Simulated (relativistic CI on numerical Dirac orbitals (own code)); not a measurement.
## Transition arrays of Tc XXI

Computed by Dirac-Coulomb-Breit CI, orbitals from a KLI potential per configuration, model QED, valence Slater integrals scaled by 0.9, whole transition arrays (own radial code, finite nucleus).

Configurations in the expansion (outside the closed core [Ne] 3s2): 3p⁶3d⁵, 3p⁶3d⁴4f, 3p⁵3d⁶, 3p⁶3d⁴4p, 3p⁶3d⁴5f. Levels of other configurations are missing.

All E1 lines from the levels of 3p⁶3d⁵; mean and standard deviation are weighted by gf, and upper levels are sorted by their leading configuration.

| Upper configuration | Lines | Σgf | Mean (eV) | Mean (nm) | σ (eV) | Strongest line (nm) |
| --- | --- | --- | --- | --- | --- | --- |
| 3p⁶3d⁴4f | 5470 | 876.9 | 513.95 | 2.412 | 5.66 | 2.386 |
| 3p⁵3d⁶ | 3245 | 253.4 | 179.15 | 6.921 | 14.15 | 6.258 |
| 3p⁶3d⁴4p | 3245 | 53.9 | 397.15 | 3.122 | 5.51 | 3.123 |
| 3p⁶3d⁴5f | 5470 | 312.1 | 652.50 | 1.900 | 6.27 | 1.889 |

Σgf per state of the lower configuration in bins of 0.2 nm over the central range (centre: value): 1.9: 1.24, 2.3: 1.37, 2.5: 2.11, 3.1: 0.20, 6.3: 0.17, 6.5: 0.15, 6.7: 0.17, 6.9: 0.11, 7.1: 0.08, 7.3: 0.08, 7.5: 0.06.

Problem. How do configuration mixing and the scaling of the Slater integrals move the arrays?

Solution. Slater scale 0.9, no configuration mixing: 3p⁶3d⁴4f 514.0 ± 5.7 eV (Σgf 877.1), 3p⁵3d⁶ 179.5 ± 14.2 eV (Σgf 272.8), 3p⁶3d⁴4p 397.3 ± 5.5 eV (Σgf 53.2), 3p⁶3d⁴5f 652.2 ± 6.3 eV (Σgf 244.3); Slater scale 1: 3p⁶3d⁴4f 514.8 ± 6.2 eV (Σgf 882.5), 3p⁵3d⁶ 180.9 ± 15.1 eV (Σgf 253.5), 3p⁶3d⁴4p 397.2 ± 6.1 eV (Σgf 54.1), 3p⁶3d⁴5f 652.9 ± 6.9 eV (Σgf 314.6); Slater scale 0.8: 3p⁶3d⁴4f 513.1 ± 5.1 eV (Σgf 871.3), 3p⁵3d⁶ 177.4 ± 13.2 eV (Σgf 253.2), 3p⁶3d⁴4p 397.1 ± 5.0 eV (Σgf 53.8), 3p⁶3d⁴5f 652.1 ± 5.7 eV (Σgf 309.6). With mixing, levels are counted to their leading configuration, so an array can shrink or vanish into another, and the sums then hold other lines.
